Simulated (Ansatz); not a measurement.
`O[SiH2]/C=C\[SiH](O)F` → `O/C=C/[SiH2]O` + `F[SiH]`  (silylene formation by 1,1-elimination)

Computed with Ansatz on PBE0-D4/def2-TZVP structures; ΔE is electronic, products minus reactants. CCSD(T)/CBS adds triple-zeta CCSD(T) − MP2 to the extrapolated MP2 energy (def2 sets, frozen cores). This one scheme is used for every species. Double bonds are as drawn, so ΔE can hold a change between cis and trans. DFT in def2-TZVPP. Each species was taken in one conformer, which may not be the lowest.

Task: Is it downhill or uphill in electronic energy at CCSD(T)/CBS, and by how much? (Estimate.)

Result: The calculation gave: Uphill: ΔE = +3.95 eV.

Task: What do these levels give: r2SCAN-D4, PBE0-D4, ωB97M-V, B2PLYP, PBE0, HF/def2-TZVPP, MP2/def2-TZVPP, CCSD(T)/def2-TZVPP, HF/def2-QZVPP, MP2/def2-QZVPP, SCS-MP2/def2-QZVPP, CCSD/CBS(def2)? (Estimate.)

Result: Ansatz gave: r2SCAN-D4 4.03, PBE0-D4 3.88, ωB97M-V 3.82, B2PLYP 3.78, PBE0 3.74, HF/def2-TZVPP 3.71, MP2/def2-TZVPP 4.08, CCSD(T)/def2-TZVPP 3.87, HF/def2-QZVPP 3.71, MP2/def2-QZVPP 4.13, SCS-MP2/def2-QZVPP 3.99, CCSD/CBS(def2) 3.92 eV.

Largest T1 diagnostic among the species: 0.015.

The D4 term adds +0.26 eV with B3LYP and +0.14 eV with PBE0; it sums over pairs of atoms, weighted by their polarisabilities, and B3LYP, whose exchange is more repulsive, gets the larger term. From PBE to PBE0 (25 % exact exchange), in def2-TZVPP and without D4, ΔE moves by +0.21 eV.

B3LYP here is the variant with VWN-RPA as its local correlation; programs differ in this.
